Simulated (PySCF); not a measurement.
**Two-component Hartree-Fock for Nb³⁺ (niobium, charge +3)**

Start: [Kr] 4d1 5s1; 4d5/2 filled at m_j = +5/2; 5s1/2 filled at m_j = +1/2. Calculated with PySCF 2.14 in x2c-TZVPall-2c with one added diffuse shell each of s, p, d type (9s10p8d1f, 86 functions): generalised Hartree-Fock with the X2C-1e Hamiltonian and a Gaussian nucleus; one run each with spin-orbit coupling (SO) switched off, then screened by Boettger's factors. This is a chosen level, not necessarily the ground level.

| spinor shell | electrons | ε, spin-free (eV) | ε, screened SO (eV) | weight of nominal j (screened SO) | rms radius, screened SO (bohr) |
| --- | --- | --- | --- | --- | --- |
| 1s1/2 | 2 | -19124.5 | -19123.6 | 1.000 | 0.0415 |
| 2s1/2 | 2 | -2781.2 | -2781.0 | 1.000 | 0.171 |
| 2p1/2 | 2 | -2481.0 | -2547.0 | 1.000 | 0.149 |
| 2p3/2 | 4 | -2481.0 | -2450.0 | 1.000 | 0.154 |
| 3s1/2 | 2 | -526.98 | -526.94 | 1.000 | 0.471 |
| 3p1/2 | 2 | -426.03 | -437.20 | 1.000 | 0.471 |
| 3p3/2 | 4 | -426.03 | -420.80 | 1.000 | 0.481 |
| 3d3/2 | 4 | -260.93 | -262.62 | 0.997 | 0.471 |
| 3d5/2 | 6 | -260.93 | -259.79 | 0.998 | 0.474 |
| 4s1/2 | 2 | -108.26 | -108.27 | 1.000 | 1.22 |
| 4p1/2 | 2 | -77.753 | -79.100 | 0.925 | 1.33 |
| 4d5/2 | 1 | -40.551 | -40.452 | 1.000 | 1.79 |
| 5s1/2 | 1 | -30.079 | -30.084 | 1.000 | 3.12 |

Question: Where does 4p3/2 lie, and what is the 4p spin-orbit splitting (screened SO)?

Answer: At -77.152 eV, 1.949 eV above 4p1/2.

```
   quantity    spin-free  screened SO
E (hartree)  -3815.18530  -3815.58904
        M_J            3            3
       ⟨J²⟩       12.006       12.006
       ⟨L²⟩        6.005        6.012
       ⟨S²⟩        2.001        2.009
```

Each row is a mean over spinors that exchange with the open shell spreads, by up to 4.416 eV (4p3/2).

Breit and QED terms are absent; they matter most for the inner s and p1/2 levels.

Densities and radii are taken from the X2C orbitals without a picture-change correction, which distorts them close to the nucleus.

Without spin-orbit coupling the j labels of p, d and f shells carry no meaning; the spin-free column gives the mean over the occupied spinors of each nl shell.
